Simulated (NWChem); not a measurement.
ZrNH$_{2}$Cl$_{3}$; SMILES [NH2][Zr]([Cl])([Cl])[Cl]

```xyz
7

Zr    -0.0223    -0.0172     0.1650
Cl     2.1657     0.5582    -0.4743
Cl    -1.4729     1.6865    -0.5412
Cl    -0.5871    -2.1646    -0.5816
N     -0.0980    -0.0712     2.1520
H     -0.1100     0.7422     2.7664
H     -0.1109    -0.9171     2.7207
```
Atoms are numbered in this order, from 1.

Results from NWChem. Medium grid unless said otherwise, to which SCAN and Minnesota functionals are sensitive. The geometry was optimised at PBE0/def2-SVP. Not confirmed as a minimum by frequencies. def2 effective core potentials on Zr; no spin-orbit coupling. Hybrids' shares of exact exchange are those that their runs print; pure functionals count as 0. The functionals differ in more than this share.

```
row                    share of exact exchange  orbital gap (eV)
---------------------  -----------------------  ----------------
PBE/def2-SVP                              0.00              4.02
revPBE/def2-SVP                           0.00              4.03
B3LYP/def2-SVP                            0.20          withheld
MN15/def2-SVP                             0.44              7.47
Hartree-Fock/def2-SVP                     1.00             13.37
```

Question: Fit a straight line of the last column on the one before it, predict the withheld value, and compare with the run.

Answer: 
1. Means of the 4 shown rows: x = 0.360, y = 7.223. Slope Σ(x − x̄)(y − ȳ)/Σ(x − x̄)² = 6.256/0.6752 = 9.266; intercept 3.887.
2. The shown rows scatter about the line by 0.287 (root mean square); the largest residual is -0.49, at MN15/def2-SVP.
3. At x = 0.20 (B3LYP/def2-SVP; inside the shown range) the line gives 5.74.
4. The run gives 5.78, +0.04 from the line, 0.1 times the scatter.
